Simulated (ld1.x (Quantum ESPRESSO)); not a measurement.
The numbers below are computed, except where a source is named.
# Potentials for Al compared

Generated with ld1.x 7.5 (TM, RRKJ, ultrasoft, PAW), atompaw 4.2 or ONCVPSP 4.0.1. The cutoff is in Ry: for ld1.x and atompaw files where the sum of valence levels is converged to 10 mRy in a Bessel basis, for ONCV files where the hardest occupied wave has 1 mHa per electron of residual kinetic energy. The error is the largest all-electron minus pseudo excitation energy over each file’s own four to seven test configurations (ionisations up to +4, promotions, holes and added fractions of an electron), all of which were solved. The labels leave out finer settings (local radius, basis sizes, second energies), which also bear on the numbers. Spin-polarised tests are not counted. The rows are a selection from randomly drawn settings: files with unsolved tests, undetermined cutoffs or missed reference levels are left out.

| potential | cutoff (Ry) | largest error (meV) | bound ghosts |
| --- | --- | --- | --- |
| TM, BP86, scalar-relativistic, rc 1.75/2.25/2.40 (spd), local s, core correction yes, reference 3s2 3p1 | 10 | +10 | none |
| PAW, Wu–Cohen, non-relativistic, rc 2.10/1.80 (sp), local smoothed, core correction yes, reference 3s2 3p0.5 | 6 | -20 | none |
| ultrasoft, LDA (PZ), scalar-relativistic, rc 1.90/2.45 (sp), local smoothed, core correction yes, reference 3s1.75 3p1.25 | 8 | -9.5 | none |
| RRKJ, PBEsol, scalar-relativistic, rc 1.80/2.20 (sp), local s, core correction yes, reference 3s1.5 3p1.5 | 10 | +16 | none |

Q: Fill in the row for Al: TM, PBE, non-relativistic, rc 1.60/1.85 (sp), local s, core correction yes, reference 3s2 3p1.

A: cutoff 18 Ry, largest error +13 meV, bound ghosts: none.

Q: Fill in the row for Al: TM semilocal, PBEsol, scalar-relativistic, rc 2.05/2.75/2.50 (spd), local d, core correction no, reference 3s2 3p1.

A: cutoff 10 Ry, largest error +18 meV, bound ghosts: none.

Q: Fill in the row for Al: TM semilocal, LDA (PZ), scalar-relativistic, rc 1.55/2.35 (sp), local s, core correction yes, reference 3s2 3p1.

A: cutoff 25 Ry, largest error -15 meV, bound ghosts: none.
